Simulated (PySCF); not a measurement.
**Shieldings and the share of exact exchange**

Molecule: `[SiH3][O][AlH2-][NH3+]`, AlH8NOSi.

Geometry (Å), atoms numbered from 1 in this order:
```xyz
12

N     2.1507   -0.4577    0.2261
Al    0.8550    1.1392    0.2300
O    -0.5953    0.1894    0.1082
Si   -2.1478   -0.2854   -0.0604
H     3.1349   -0.1925    0.2848
H     2.0268   -1.0039   -0.6282
H     1.9483   -1.0783    1.0117
H     1.3164    1.9008   -1.1001
H     1.1668    1.7784    1.6632
H    -2.2139   -1.7677   -0.2840
H    -2.8137    0.3761   -1.2288
H    -2.9597    0.0199    1.1616
```

GIAO shieldings (ppm, equivalent atoms averaged) in PySCF 2.14 on the PBE0-D3(BJ)/def2-SVP geometry, basis pcSseg-2, gas phase, non-relativistic:

```csv
functional,exact exchange (%),σ(Al2),σ(O3),σ(Si4)
BLYP,0,430.1,279.8,372.3
BP86,0,432.9,286.1,376.8
PBE,0,431.8,285.3,377.8
PBE0,25,446.9,296.8,393.3
mPW1PW91,25,447.9,296.9,392.7
BHandHLYP,50,457.7,300.3,403.2
HF,100,488.9,313.9,439.6
```

Q: Fit each shielding as a line in the percentage of exact exchange.

A: σ(Al2) = 431.9 + 0.56 x (rms 1.5 ppm); σ(O3) = 285.6 + 0.30 x (rms 3.0 ppm); σ(Si4) = 375.8 + 0.63 x (rms 2.4 ppm). The functionals also differ in their semilocal parts, which the line can't hold; Hartree–Fock has no correlation at all.

Q: What does the line predict for B3LYP (20 %), and what does the run give?

A: σ(Al2): 443.1 predicted, 441.3 computed; σ(O3): 291.6 predicted, 289.9 computed; σ(Si4): 388.4 predicted, 384.1 computed ppm.
